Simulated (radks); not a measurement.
Valence configurations of neutral lanthanum (all share [Xe]). Method: Dirac Kohn-Sham, PBE, spin-unpolarised, spherical densities, finite nucleus; open shells fill j = l - 1/2 first; Fermi nuclear charge, rms radius 4.855 fm; computed with a radial shooting solver on a logarithmic mesh with Libxc functionals. Energies are relative to 5d1 6s2; eigenvalues in eV.

\begin{tabular}{lrrrrr}
valence & E (eV) & e(4f5/2) & e(5d3/2) & e(6p1/2) & e(6s1/2) \\ \hline
5d1 6s2 & 0.000 & - & -3.172 & - & -3.664 \\
5d1.5 6s1.5 & 0.304 & - & -2.651 & - & -3.369 \\
5d2 6s1 & 0.712 & - & -2.183 & - & -3.095 \\
5d1 6s1.5 6p0.5 & 1.110 & - & -3.574 & -1.703 & -3.944 \\
5d2.5 6s0.5 & 1.211 & - & -1.777 & - & -2.853 \\
5d3 & 1.783 & - & -1.443 & - & - \\
6s2 6p1 & 2.255 & - & - & -2.272 & -4.805 \\
4f2 5d0.5 6s0.5 & 5.126 & -0.304 & -3.384 & - & -4.457 \\
4f2 5d1 & 5.667 & -0.338 & -3.327 & - & - \\
\end{tabular}

NIST lists [Xe] 5d1 6s2 as the ground configuration; this level of theory agrees among the configurations tried. The energies are those of spherical spin-averaged densities, not of single terms. No valid solution was reached for [Xe] 4f1 5d1 6s1.
